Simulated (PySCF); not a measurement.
Unknowns

[PySCF: shielding tensors at PBE0/pcSseg-1 (GIAO); J couplings at B3LYP/pcJ-1 (spin–dipole term left out of most H,H and C,H couplings); GFN2-xTB structure; isolated molecule; non-relativistic; rapidly exchanging positions averaged; one conformer]

Chemical shifts δ = σref − σ; $^{1}$H, $^{13}$C vs TMS, all at this level. Multiplet labels drop J under 1 Hz and among equivalent protons, and merge close values. Unscaled 3J(H,H) run several per cent high. Where no couplings were computed, multiplicities follow the n + 1 count of equivalent neighbours, and m marks all less simple cases (inequivalent or close neighbours, rings, F or P nearby). Shifts are as computed. Against solution values, carbons near 30 ppm lie about +3 ppm off and those near 130 ppm about +5 ppm. Of 1211 compounds with measured shifts, 218 miss one by over three times the rms of a fit or turn the order of signals round; such compounds aren't used in these exercises.

Question: C₃H₅N₃. $^{1}$H NMR (400 MHz, computed): δ 7.62 (s, 2H), 4.28 (s, 3H). $^{13}$C{$^{1}$H} NMR (computed): δ 138.4 (CH), 41.6 (CH3). Give a structure.

Answer: `Cn1nccn1`. Rings plus π bonds: 3 (1 ring in the answer). 2 carbon signals for 3 carbons: some carbons are equivalent by symmetry or fast rotation. Carbon types of the structure: 2 × CH, 1 × CH3, which accounts for all hydrogens. δC 138.4: aromatic CH next to a ring nitrogen. δC 41.6: methyl carbon bonded to N; the inductive effect lowers its shielding. δH 7.62: hydrogen on an aromatic CH next to a ring nitrogen; it sits in the deshielding region of the aromatic ring current. δH 4.28: hydrogen on a methyl carbon bonded to N; its carbon carries N, hence the downfield position.

The shifts were computed for this structure.

Question: C₉H₁₄. $^{1}$H NMR (500 MHz, computed): δ 2.22 (s, 3H), 2.15 (q, 2H), 2.13 (s, 3H), 1.91 (s, 3H), 0.95 (t, 3H). $^{13}$C{$^{1}$H} NMR (computed): δ 152.9 (C), 119.1 (C), 96.9 (C), 88.1 (C), 30.9 (CH2), 25.8 (CH3), 21.2 (CH3), 14.5 (CH3), 5.8 (CH3). Identify the compound.

Answer: SMILES CC#C/C(C)=C(\C)CC. Rings plus π bonds: 3 (no ring in the answer). 9 carbon signals for 9 carbons: no two carbons are equivalent. Carbon types of the structure: 4 × C, 1 × CH2, 4 × CH3, which accounts for all hydrogens. δC 152.9, 119.1: fully substituted alkene carbon; the olefinic region. δC 96.9, 88.1: alkyne carbon; sp carbons lie upfield of alkene carbons because the cylindrical π system leaves one tensor component strongly shielded. δC 30.9: allylic sp3 CH2; aliphatic region, no heteroatom directly attached. δH 2.13, 1.91: hydrogen on an allylic methyl carbon; allylic position.

The shifts were computed for this structure.
